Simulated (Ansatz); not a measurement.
Isolated molecules relaxed with PBE0-D4/def2-TZVP in Ansatz; ΔE leaves out vibrations. CCSD(T)/CBS adds triple-zeta CCSD(T) − MP2 to the extrapolated MP2 energy (def2 sets, frozen cores). DFT in def2-TZVPP. B3LYP here is the variant with VWN-RPA as its local correlation; programs differ in this. One conformer a species, not always the lowest.

`O[SiH](F)[SiH3]` + `C=C(S)Cl` → `C=C(Cl)S[SiH3]` + `O[SiH2]F`  (cleavage of the Si–Si bond)

CCSD(T)/CBS gives -66.9 kJ/mol.

Q: Another level gave -74.0 kJ/mol. Which?
A. PBE/def2-TZVPP
B. B3LYP/def2-TZVPP
C. SCS-MP2/def2-TZVPP
D. B3LYP-D4/def2-TZVPP

A: C. SCS-MP2/def2-TZVPP -74.0, B3LYP-D4 -61.8, PBE -49.7, B3LYP -56.7 kJ/mol.

Largest T1 diagnostic among the species: 0.013.

From PBE to PBE0 (25 % exact exchange), in def2-TZVPP and without D4, ΔE moves by −4.9 kJ/mol. The D4 term adds −5.1 kJ/mol with B3LYP and −2.8 kJ/mol with PBE0; it sums over pairs of atoms, weighted by their polarisabilities, and B3LYP, whose exchange is more repulsive, gets the larger term.
